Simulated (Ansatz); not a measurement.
A structure relaxed at r2SCAN-D4/def2-TZVPD in Ansatz, charge -1, doublet:

Cartesian coordinates in Å:
```
Pt 1.412 -0.404 -0.061
Pt -0.807 0.169 1.217
Ru -0.605 0.236 -1.156
```

Give its formula and point group.

RuPt₂⁻. Point group C2v (tolerance 0.1 Å).

Summarise the bond lengths by kind (pairs closer than 1.2 times the sum of covalent radii, bridged metal pairs left out).

2 × Pt–Ru 2.38 Å; 1 × Pt–Pt 2.62 Å.

In the def2 sets Pt, Ru take a core potential; there is no spin–orbit coupling. The charge -1 doublet is spin-contaminated (final ⟨S²⟩ up to 2.10, 0.75 for a pure state). The highest occupied level of the charge -1 doublet lies above zero (up to 0.47 eV). Its loss leaves the charge 0 triplet, which lies 1.68 eV higher (vertical, at r2SCAN-D4/def2-TZVPD), but this difference is unsure: the triplet is doubtful (geometry relaxed on an unsound state). The relaxation made no stability test and no search for a lower SCF solution. The structure comes from a short search, and lower isomers may exist.
